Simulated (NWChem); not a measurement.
System: GeNH₃S, singlet; SMILES [SH][Ge][NH2]

Here is an NWChem input.

```
start job
memory heap 200 mb stack 900 mb global 1100 mb
geometry units angstroms noautosym nocenter noautoz
  Ge    -0.437759    -0.526802     0.003114
  N      1.253420    -1.189281     0.000192
  H      1.419511    -2.189772    -0.001579
  H      2.116671    -0.654302     0.000219
  S      0.199017     1.645589     0.005099
  H     -1.068367     2.109788     0.007440
end
basis spherical
  * library def2-svpd
end
dft
  xc pbe0
  iterations 150
end
property
  response 1 0.0
end
task dft property
```

Low-valent species are run as closed-shell singlets; no triplet was tried in these runs. Coordinates come from a PBE0/def2-SVP optimisation.

Static field.

**Question.** Predict the main results of this run. (PBE0/def2-SVPD.) Quantities: isotropic polarisability (bohr³); anisotropy (bohr³).

**Answer.** 
```yaml
isotropic polarisability (bohr³): 66.4
anisotropy (bohr³): 30.3
```
